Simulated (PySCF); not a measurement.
H$_{3}$Al, SMILES `[AlH3]`, neutral singlet in the gas phase. 

Z-matrix (Å, degrees):
```
Al
H 1 1.5825
H 1 1.5825 2 120.00
H 1 1.5825 2 120.00 3 -179.89
```
Charge 0, spin multiplicity 1.

All levels are single points at this geometry (TPSSh-D3(BJ)/def2-TZVP); Pople sets use spherical d functions. Orbital energies aren't observables, and empty levels follow the basis.

B3LYP/6-31G* in PySCF gives HOMO (eV) = -8.36.

Problem. Estimate the HOMO (eV) from each of these levels: TPSSh-D3(BJ)/def2-TZVP in PySCF; B3LYP/LANL2DZ in PySCF; SVWN5/6-31G* in PySCF; HF/6-31G* in PySCF; HF/STO-3G in PySCF.

Solution. 
| level | HOMO (eV) |
|---|---|
| TPSSh-D3(BJ)/def2-TZVP in PySCF | -8.05 |
| B3LYP/LANL2DZ in PySCF | -8.42 |
| SVWN5/6-31G* in PySCF | -7.28 |
| HF/6-31G* in PySCF | -11.71 |
| HF/STO-3G in PySCF | -9.16 |
